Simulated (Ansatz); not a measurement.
Relaxation of GeH6O (8 atoms, charge 0, multiplicity 1), to a largest force component of 0.03 eV/Å in at most 50 steps.

These are results of RKS PBE/def2-SVP in Ansatz, not measurements.

```xyz
8
Properties=species:S:1:pos:R:3
Ge -0.455 -0.123 -0.400
H 0.086 0.688 2.181
H 0.807 -0.785 0.221
H -0.257 1.405 -0.570
H -0.749 -0.791 -1.780
O -1.884 -0.363 0.647
H -2.418 -1.118 0.336
H -0.596 0.457 2.251
```

Problem. Where does it end, and by what steps?

Solution. The forces met the threshold. After 17 steps the energy has fallen by 0.190 eV; H2 moved furthest, 1.49 Å.

```
step  energy less start (eV)  largest force component (eV/Å)  accepted
   0                  0.0000                           1.749       yes
   1                 -0.0967                           0.211       yes
   2                 -0.1233                           0.272       yes
   3                 -0.1325                           0.790       yes
   4                 -0.1553                           0.207       yes
   5                 -0.1484                           0.344        no
   6                 -0.1613                           0.130       yes
   7                 -0.1657                           0.195       yes
   8                 -0.1692                           0.328       yes
   9                 -0.1760                           0.153       yes
  10                 -0.1813                           0.109       yes
  11                 -0.1842                           0.178       yes
  12                 -0.1865                           0.111       yes
  13                 -0.1880                           0.075       yes
  14                 -0.1891                           0.080       yes
  15                 -0.1894                           0.082       yes
  16                 -0.1895                           0.057       yes
  17                 -0.1896                           0.010       yes
```

```xyz
8
Properties=species:S:1:pos:R:3
Ge -0.418 -0.197 -0.905
H -0.594 0.627 3.504
H 0.887 -0.964 -0.544
H -0.121 1.267 -1.297
H -1.165 -0.942 -2.049
O -1.493 -0.042 0.543
H -1.762 -0.920 0.871
H -0.799 0.541 2.765
```

Run time: 16 s on 2 threads of Arm Neoverse V1 (shared host), peak memory 0.13 GiB.
